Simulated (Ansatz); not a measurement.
Program: Ansatz. Geometries: PBE0-D4/def2-TZVP. ΔE: electronic, gas phase. CCSD(T)/CBS is the MP2 limit (def2-TZVPP, def2-QZVPP) plus CCSD(T) − MP2 in def2-TZVPP, frozen cores. This one scheme is used for every species. Functionals use def2-TZVPP. def2 core potentials past Kr. For Sn outer-core shells are correlated without core-valence functions, which leaves a few kJ/mol of doubt a bond. One conformer a species, not always the lowest.

`C[SiH](O)[SnH3]` → `C[Si]O` + `[SnH4]`  (silylene formation by 1,1-elimination)

| level | ΔE (kcal/mol) |
| --- | --- |
| PBE-D4 | 47.9 |
| r2SCAN-D4 | 51.2 |
| PBE0-D4 | 50.7 |
| PBE | 45.7 |
| HF/def2-TZVPP | 43.8 |
| SCS-MP2/def2-TZVPP | 47.2 |
| SCS-MP2/def2-QZVPP | 48.9 |
| HF/CBS(def2) | 43.8 |

Problem. What does CCSD(T)/CBS give? (Estimate.)

Solution. The calculation gave: +48.9 kcal/mol. The listed levels differ from it by -1.0, 2.3, 1.8, -3.2, -5.1, -1.7, 0.0, -5.1 kcal/mol.

Largest T1 diagnostic among the species: 0.014.

The D4 term adds +3.5 kcal/mol with B3LYP and +2.0 kcal/mol with PBE0; it sums over pairs of atoms, weighted by their polarisabilities, and B3LYP, whose exchange is more repulsive, gets the larger term. In def2-TZVPP, CCSD(T) changes the Hartree–Fock value by +2.1 kcal/mol (the triples alone add +0.4 kcal/mol) and MP2 by +6.2 kcal/mol. From PBE to PBE0 (25 % exact exchange), in def2-TZVPP and without D4, ΔE moves by +3.0 kcal/mol.

B3LYP here is the variant with VWN-RPA as its local correlation; programs differ in this.
